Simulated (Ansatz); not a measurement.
Stepwise reaction of `Br[Si]Br` with hydrogen chloride, as a gas-phase model of exchange steps in deposition or etching. ΔE in kJ/mol; ΔG adds harmonic PBE0-D4 terms to CCSD(T)/CBS, at 1 bar.

Calculated with Ansatz (gas phase, PBE0-D4/def2-TZVP geometries, no zero-point term in ΔE). CBS: MP2 limit from def2 TZ/QZ plus the TZ coupled-cluster correction, frozen cores. This one scheme is used for every species. DFT in def2-TZVPP. B3LYP here is the variant with VWN-RPA as its local correlation; programs differ in this. For Br outer-core shells are correlated without core-valence functions, which leaves a few kJ/mol of doubt a bond. Scalar relativity is left out up to krypton.

```tsv
step	reaction	PBE-D4	B3LYP-D4	ωB97M-V	CCSD(T)/CBS	ΔG(500 K)
2	`Cl[Si]Br` + HCl → `Cl[Si]Cl` + HBr	0.5	-1.5	-3.4	-0.1	1.3
```

**Question.** Give the row of step 1, `Br[Si]Br` + HCl → `Cl[Si]Br` + HBr. (Best estimate.)

**Answer.** The calculation gave: 
```csv
step,reaction,PBE-D4,B3LYP-D4,ωB97M-V,CCSD(T)/CBS,ΔG(500 K)
1,`Br[Si]Br` + HCl → `Cl[Si]Br` + HBr,1.0,-1.0,-3.0,0.5,-3.9
```

**Question.** By hand: ΔE of the 2 steps together at CCSD(T)/CBS.

**Answer.** (0.5) + (-0.1) = 0.4 kJ/mol, or 0.2 kJ/mol a step.

In ΔE the steps differ by no more than 0.6 kJ/mol. ΔG lies between -3.9 and 1.3 kJ/mol a step. PBE-D4 differs from CCSD(T)/CBS by 0.5 to 0.6 kJ/mol a step. Isolated molecules leave out the surface, adducts and barriers. Largest T1 diagnostic: 0.013.
